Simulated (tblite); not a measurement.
C₆H₁₄N₂Si₂.
Cartesian coordinates in Å at the GFN2-xTB level; atoms count from 1:
```
atom  x, y, z in Å
C1    -2.5797    0.2279   -1.5443
N2    -1.9704    0.5864   -0.5088
C3    -1.2718   -0.3576    0.2679
C4    -1.1683   -0.0995    1.7854
C5     0.1007   -0.9621    1.7814
C6     0.2320   -0.0255    0.5653
N7     1.2692    0.0259   -0.3861
Si8    1.5575    1.5911   -1.1002
Si9    1.8520   -1.5068   -0.9684
C10   -0.2773    1.1100    1.4701
H11   -3.0848    0.9795   -2.1321
H12   -2.6387   -0.8087   -1.8987
H13   -1.4614   -1.4018   -0.0330
H14   -1.9865   -0.1415    2.4946
H15   -0.0262   -2.0243    1.5797
H16    0.8053   -0.7997    2.5941
H17    1.8677    2.5172   -0.0093
H18    0.3847    2.0499   -1.8474
H19    2.7062    1.4081   -1.9814
H20    0.7950   -2.2303   -1.6875
H21    2.9658   -1.2111   -1.8593
H22    2.2782   -2.2910    0.1929
H23   -0.7571    1.9465    0.9731
H24    0.3963    1.4372    2.2595
```

Computed with GFN2-xTB (tblite): harmonic, unscaled wavenumbers at the GFN2-xTB geometry, gas phase. Errors from tens to a few hundred cm⁻¹ against measured bands are possible. Modes of hydrogen on silicon can be 10 to 20 % off. One conformer, not necessarily the lowest.

Harmonic wavenumbers (cm⁻¹): 27.6, 67.0, 79.7, 103.2, 140.4, 167.3, 211.7, 216.5, 262.2, 352.3, 397.0, 428.0, 463.6, 535.1, 554.3, 572.5, 582.9, 593.5, 601.7, 704.8, 755.4, 770.4, 777.9, 794.5, 799.4, 807.6, 844.8, 859.6, 902.0, 912.7, 961.4, 967.4, 990.4, 1000.0, 1009.9, 1037.6, 1056.6, 1072.0, 1099.4, 1109.3, 1137.5, 1156.2, 1183.6, 1197.3, 1214.3, 1220.2, 1340.9, 1365.5, 1422.8, 1477.0, 1517.5, 1729.0, 2198.3, 2237.6, 2242.5, 2249.6, 2283.8, 2313.9, 2804.8, 2858.1, 2989.7, 2996.9, 3002.7, 3020.1, 3044.4, 3075.9.

A = 1211, B = 828.1, C = 748.1 MHz; mass 170.070 u (most abundant isotopes); point group C1, symmetry number 1.

Task: Zero-point energy?

Result: Half the sum of the wavenumbers: 39435 cm⁻¹ = 112.75 kcal/mol.

Task: Entropy at 298.15 K, 1 bar (ideal gas, RRHO, classical rotation)?

Result: Translation 41.33, rotation 30.44, vibration 38.64: S = 110.4 cal/(mol K).

Task: And Cp and H(298.15 K) − H(0)?

Result: Cp = 49.65 cal/(mol K), of which vibrations give 41.70 (their classical limit is 66 R = 131.2); H(298.15 K) − H(0) = 8.39 kcal/mol without the zero-point energy, 6.02 from vibrations.

Task: Blend soft modes into free rotors: weight 1/[1 + (100 cm⁻¹/ν̃)⁴] for the oscillator and the rest for a rotor with moment μB/(μ + B), μ = h/(8π²ν), B = 10⁻⁴⁴ kg m². What vibrational entropy results?

Result: 35.07 cal/(mol K) in place of 38.64, which changes −T·S at 298.15 K by +1.06 kcal/mol.

Task: What must be added to the electronic energy to get the Gibbs energy at 298.15 K and 1 bar?

Result: ZPE + [H(298.15 K) − H(0)] − T·S = 112.75 + 8.39 − 32.92 = 88.22 kcal/mol.

Hindered rotation and anharmonicity are outside this model. Other conformers, if any are populated, would add a mixing term that is left out. The structure is chiral; the term R ln 2 for an equal mix with its mirror image is left out.

The run took 1.4 s of wall time on one thread of an Arm Neoverse V1 (shared host). The figure is for the frequency step alone.
